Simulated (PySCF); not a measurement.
## Correlation energy of Be (beryllium, neutral)

[He] 2s1 2p1, high-spin 3P determinant (an excited configuration). Calculation: PySCF 2.14, in aug-cc-pCVTZ-DK with one added diffuse shell each of s, p, d, f type (8s7p5d3f, 75 functions); scalar relativity by spin-free X2C-1e. Frozen: 1s2; 2 electrons correlated.

Total MP2 correlation energy: -2.78 mhartree.

Same-spin part -2.78 and opposite-spin part 0.00 mhartree; SCS-MP2 scales them by 1/3 and 6/5 to -0.93 mhartree.
